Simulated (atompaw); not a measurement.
**Before and after: PAW (atompaw) potential for Ru**

- Element: Ru
- Generator: atompaw 4.2.0.5
- Type: PAW
- Functional: PBE
- Relativity: scalar-relativistic
- Frozen core: [Ar] 3d10 4s2
- Valence charge: 14
- Reference configuration: 4p6 4d7 5s1 5p0
- Partial waves: 5s (bound): rc 2.85 bohr; 5s channel at 1.8 Ry: rc 2.85 bohr; 4p (bound): rc 1.40 bohr; 5p (bound, empty): rc 1.85 bohr; 4d (bound): rc 1.75 bohr; 4d channel at 0.05 Ry: rc 1.75 bohr
- Local potential: bessel scheme, radius 2.80 bohr
- Core correction: smooth core density matched at 1.50 bohr
- Augmentation charge: sinc compensation charge, radius 2.75 bohr; PAW radius 2.85 bohr; waves and projectors: custom rrkj vanderbiltortho

Change: all radii scaled by about 1.09 (s 3.12, p 1.52, d 1.92 bohr); local potential bessel scheme, radius 3.06 bohr; augmentation sinc compensation charge, radius 3.00 bohr; PAW radius 3.12 bohr; waves and projectors: custom rrkj vanderbiltortho; core correction smooth core density matched at 1.64 bohr.

Cutoffs: the cutoffs (Ry, on a coarse ladder) from which the occupation-weighted sum of valence levels, in a spherical-Bessel basis at the reference potential, stays within 10 and 1 mRy of its value at 400 Ry; they do not see the model core or the augmentation charge, which bear on the density cutoff.

**Question.** What does the change do?

**Answer.** The potential gets softer (45 Ry and 80 Ry → 35 Ry and 70 Ry); neither file shows a bound ghost. A larger radius leaves more room for a smooth pseudo-wave, so fewer plane waves are needed.

```csv
quantity,base,changed
"cutoff, loose",45 Ry,35 Ry
"cutoff, tight",80 Ry,70 Ry
loose cutoff by channel (10 mRy a level),"s 6 Ry, p 35 Ry, d 30 Ry","s 6 Ry, p 30 Ry, d 25 Ry"
bound ghosts,none,none
lowest overlap eigenvalue by channel,"s 0.56, p 0.13, d 0.99","s 0.64, p 0.08, d 0.99"
```

 The cutoffs see the waves, projectors and local potential, not the compensation charge or the core.
